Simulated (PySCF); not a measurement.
This script is equivalent to a calculation on Ge²⁺ (germanium, charge +2).

```python
from pyscf import gto, scf, dft, mp, cc
import basis_set_exchange as bse
txt = bse.get_basis("aug-cc-pVQZ-PP", elements=["Ge"], fmt="nwchem", header=False)
cut = txt.index("\nECP")
mol = gto.M(atom="Ge 0 0 0", charge=2, spin=0, symmetry="D2h",
            basis=gto.basis.parse(txt[:cut]),
            ecp={"Ge": gto.basis.parse_ecp(txt[cut:])})
mf = scf.UHF(mol)
mf.irrep_nelec = {'Ag': (4, 4), 'B1g': (1, 1), 'B2g': (1, 1), 'B3g': (1, 1), 'B1u': (1, 1), 'B2u': (1, 1), 'B3u': (1, 1)}
mf.kernel()
```

**Question.** What total energy does it give?

**Answer.** -292.52128 hartree (calculated).

**Question.** Which occupied shell lies highest, and where?

**Answer.** 4s, at -32.444 eV.

Energies and moments cover only the electrons outside the core potential.
